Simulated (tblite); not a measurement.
Start geometry of `[C]#C[Si@@H](O)CC` [radical] from a force field or distance geometry (Å):
```
atom  x, y, z in Å
C1     0.8690    2.7764   -1.0026
C2     0.9705    1.6599   -0.5571
Si3    1.1457   -0.0097    0.1529
O4     1.2405    0.0141    1.8557
C5    -0.4342   -0.9393   -0.2350
C6    -1.5518    0.0585   -0.3247
H7     2.3203   -0.6203   -0.4771
H8     1.9322   -0.6794    2.1113
H9    -0.6848   -1.6307    0.6095
H10   -0.3431   -1.5408   -1.1591
H11   -2.3957   -0.3129   -0.9305
H12   -1.1832    0.9765   -0.7876
H13   -1.8898    0.2482    0.7266
```

**Question.** What comes out of this run: GFN2-xTB geometry optimisation, gas phase (tblite 0.8.0)?

**Answer.** 
```
atom  x, y, z in Å
C1     1.4725    2.6853   -0.9917
C2     1.3278    1.5617   -0.5969
Si3    1.1796   -0.1579    0.1339
O4     1.0400   -0.0906    1.7505
C5    -0.4602   -0.8989   -0.4855
C6    -1.6820   -0.0598   -0.1297
H7     2.3791   -0.9015   -0.2636
H8     1.6832    0.3315    2.3131
H9    -0.5707   -1.8966   -0.0578
H10   -0.4085   -1.0233   -1.5678
H11   -2.5918   -0.5322   -0.4980
H12   -1.6067    0.9308   -0.5728
H13   -1.7667    0.0520    0.9485
```

The energy falls by 13.7 kcal/mol over 137 L-BFGS steps, the largest force on an atom goes from 2.79 to 0.009 eV/Å, and the atoms move by 0.523 Å rms after alignment. The bond that changes most is Si3–O4 (ends: silicon bonded to 2 C, O and H; oxygen bonded to Si and H), which shortens by 0.082 Å. Bonds longer at the end by more than 0.005 Å: 3 of 12; shorter: 7. Among the angles that change most is Si3–O4–H8, from 106.3° to 123.2°. Among the dihedrals that turn most is C5–Si3–O4–H8, from 103° to -173°. Rotational constants go from 3150, 2690, 1741 to 3434, 2283, 1701 MHz. The orientation of the end geometry is arbitrary; only internal coordinates are fixed.

On an Intel Xeon at 2.60 GHz with one thread, no GPU (shared host), this took 0.81 s wall.

Its GFN2-xTB frequencies are all real (lowest 46 cm⁻¹).

One conformer stands for the species.

These are computed values.
